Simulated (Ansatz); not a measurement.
Molecule: ZnF2, charge -1, multiplicity 2. The spin state was set by rule; other spins were not relaxed. 
Coordinates optimised at B3LYP-D3(BJ)/def2-TZVP (Ansatz, an electronic-structure program):
```
Zn
F 1 1.8925
F 1 1.8925 2 118.78
```
Charge -1, spin multiplicity 2.

Basis-set convergence of Hartree-Fock and CCSD(T) correlation energies (hartree) with Ansatz. Valence correlation only, unless marked. Open shells are spin-unrestricted. No spin-orbit coupling. Frozen are the shells of the preceding noble gas and the d and f shells that filled before the atom's block. No relativistic terms. This anion needs diffuse functions, which these sets lack.

```tsv
basis	functions	E(HF)	E(corr, CCSD(T))
def2-SVP	59	-1976.31823	-0.66512
def2-TZVPP	126	?	?
```

Question: What belongs in the gaps?

Answer: 
- def2-TZVPP, E(HF): -1976.84874
- def2-TZVPP, E(corr, CCSD(T)): -0.98914
